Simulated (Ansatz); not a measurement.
Consider the redistribution: `FBO[SiH3]` + `[SiH3]O[SiH3]` → `BF` + `[SiH3]O[SiH2]O[SiH3]`.

Computed with Ansatz on PBE0-D4/def2-TZVP structures; ΔE is electronic, products minus reactants. CBS: MP2 limit from def2 TZ/QZ plus the TZ coupled-cluster correction, frozen cores. This one scheme is used for every species. DFT in def2-TZVPP. One conformer a species, not always the lowest.

```csv
level,ΔE (kJ/mol)
ωB97X-V,23.5
PBE-QIDH,25.8
CAM-B3LYP,28.2
HF/def2-QZVPP,18.7
```

Task: What does CCSD(T)/CBS give? (An estimate is asked.)

Result: Ansatz gave: +20.1 kJ/mol. The listed levels differ from it by 3.4, 5.7, 8.1, -1.4 kJ/mol.

Largest T1 diagnostic among the species: 0.013.

From BLYP to BHLYP (50 % exact exchange), in def2-TZVPP and without D4, ΔE moves by −7.0 kJ/mol. The D4 term adds −7.3 kJ/mol with B3LYP and −4.5 kJ/mol with PBE0; it sums over pairs of atoms, weighted by their polarisabilities, and B3LYP, whose exchange is more repulsive, gets the larger term.

B3LYP here is the variant with VWN-RPA as its local correlation; programs differ in this.
